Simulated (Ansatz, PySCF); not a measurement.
Reaction R1 → P1 + P2, each structure at its B3LYP-D3(BJ)/def2-TZVP stationary point, reached from a drawn start (curvature not checked).
P1: H atom, charge 0, multiplicity 2.
R1: H2Mg (SMILES [MgH2]), charge 0, multiplicity 1.
P2, HMg (SMILES [MgH]) (charge 0, multiplicity 2, Z-matrix in Å and degrees):
```
Mg
H 1 1.7430
```

```json
[
 {"level": "HF/def2-TZVPP", "reaction energy (kJ/mol)": "216.3", "minus CCSD(T)/CBS(def2-TZVPP, def2-QZVPP)": "-90.0"},
 {"level": "HF/def2-QZVPP", "reaction energy (kJ/mol)": "216.2", "minus CCSD(T)/CBS(def2-TZVPP, def2-QZVPP)": "-90.1"},
 {"level": "SVWN5/def2-TZVPP", "reaction energy (kJ/mol)": "314.2", "minus CCSD(T)/CBS(def2-TZVPP, def2-QZVPP)": "7.9"},
 {"level": "PBE/def2-TZVPP", "reaction energy (kJ/mol)": "284.5", "minus CCSD(T)/CBS(def2-TZVPP, def2-QZVPP)": "-21.8"},
 {"level": "r2SCAN/def2-TZVPP", "reaction energy (kJ/mol)": "290.8", "minus CCSD(T)/CBS(def2-TZVPP, def2-QZVPP)": "-15.5"},
 {"level": "B97M-V/def2-TZVPP", "reaction energy (kJ/mol)": "322.3", "minus CCSD(T)/CBS(def2-TZVPP, def2-QZVPP)": "16.0"},
 {"level": "B3LYP/def2-TZVPP", "reaction energy (kJ/mol)": "302.2", "minus CCSD(T)/CBS(def2-TZVPP, def2-QZVPP)": "-4.1"},
 {"level": "BHLYP/def2-TZVPP", "reaction energy (kJ/mol)": "300.2", "minus CCSD(T)/CBS(def2-TZVPP, def2-QZVPP)": "-6.1"},
 {"level": "M06-2X/def2-TZVPP", "reaction energy (kJ/mol)": "285.5", "minus CCSD(T)/CBS(def2-TZVPP, def2-QZVPP)": "-20.7"},
 {"level": "wB97X-V/def2-TZVPP", "reaction energy (kJ/mol)": "310.2", "minus CCSD(T)/CBS(def2-TZVPP, def2-QZVPP)": "3.9"},
 {"level": "wB97M-V/def2-TZVPP", "reaction energy (kJ/mol)": "313.3", "minus CCSD(T)/CBS(def2-TZVPP, def2-QZVPP)": "7.0"},
 {"level": "B2PLYP/def2-TZVPP", "reaction energy (kJ/mol)": "299.2", "minus CCSD(T)/CBS(def2-TZVPP, def2-QZVPP)": "-7.1"},
 {"level": "MP2/def2-TZVPP", "reaction energy (kJ/mol)": "284.2", "minus CCSD(T)/CBS(def2-TZVPP, def2-QZVPP)": "-22.1"},
 {"level": "SCS-MP2/def2-SVP", "reaction energy (kJ/mol)": "283.4", "minus CCSD(T)/CBS(def2-TZVPP, def2-QZVPP)": "-22.9"},
 {"level": "SCS-MP2/def2-TZVPP", "reaction energy (kJ/mol)": "298.0", "minus CCSD(T)/CBS(def2-TZVPP, def2-QZVPP)": "-8.3"},
 {"level": "CCSD/def2-TZVPP", "reaction energy (kJ/mol)": "300.9", "minus CCSD(T)/CBS(def2-TZVPP, def2-QZVPP)": "-5.3"},
 {"level": "CCSD/def2-QZVPP", "reaction energy (kJ/mol)": "304.1", "minus CCSD(T)/CBS(def2-TZVPP, def2-QZVPP)": "-2.2"},
 {"level": "CCSD(T)/def2-TZVPP", "reaction energy (kJ/mol)": "300.8", "minus CCSD(T)/CBS(def2-TZVPP, def2-QZVPP)": "-5.5"},
 {"level": "CCSD(T)/def2-QZVPP", "reaction energy (kJ/mol)": "304.0", "minus CCSD(T)/CBS(def2-TZVPP, def2-QZVPP)": "-2.3"},
 {"level": "CCSD(T)/CBS(def2-TZVPP, def2-QZVPP)", "reaction energy (kJ/mol)": "306.3", "minus CCSD(T)/CBS(def2-TZVPP, def2-QZVPP)": "0.0"}
]
```

 The comparison column counts from a level with limits of its own.

P less R. No zero-point or thermal terms; singlets are restricted closed shells; open shells are unrestricted.

Correlated levels freeze the cores. CBS(a, b) extrapolates the correlation energy as X⁻³ and adds the Hartree–Fock energy of set b.

Programs: Ansatz (an electronic-structure program); PySCF for M06-2X. No computed number here is a measurement.
